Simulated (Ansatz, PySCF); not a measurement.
Cl$_{2}$Pb, charge +1, doublet, geometry from GFN2-xTB (such geometries of metal compounds can be far from the true shape) (a state made from the parent by changing its charge; the spin is typed, not shown lowest) (core potentials on Pb). Base run: WB97M-V/def2-SVPD in PySCF.

The PySCF input:
```python
from pyscf import gto, scf, dft

mol = gto.M(
    atom='''
Pb    0.010156   -0.015659    0.634723
Cl    0.889491    1.051078   -1.520427
Cl   -0.938478   -0.975544   -1.541178
''',
    basis='def2-svpd',
    ecp={'Pb': 'def2-svpd'},
    charge=1,
    spin=1,
    verbose=4,
)

mf = dft.UKS(mol)
mf.xc = 'wb97m_v'
mf.kernel()
```

The same geometry, method and basis name were run in Ansatz (a program for electronic structure) and PySCF, at each program's defaults and at the settings that a row names. The base is PySCF at its defaults. Differences at the defaults can come from grids, fitting, cores and function types together.

| code and settings | ΔE vs base (µEh) | basis functions | E (Eh) | SCF cycles |
|---|---|---|---|---|
| PySCF, defaults (exact integrals, its default grid, spherical functions) | 0.0 | 86 | -1112.63305 | 13 |
| Ansatz, defaults (factorised integrals, its default grid, spherical functions) | 16.0 | 86 | -1112.63303 | - |
| PySCF, density fitting with def2-universal-jkfit | -6.3 | 86 | -1112.63305 | 13 |
| PySCF, fine grid | 18.0 | 86 | -1112.63303 | 13 |
| Ansatz, high accuracy | 17.3 | 86 | -1112.63303 | - |

Open shells are given as the SCF converged; they aren't shown to be the lowest states, and a large step between rows can be another state.
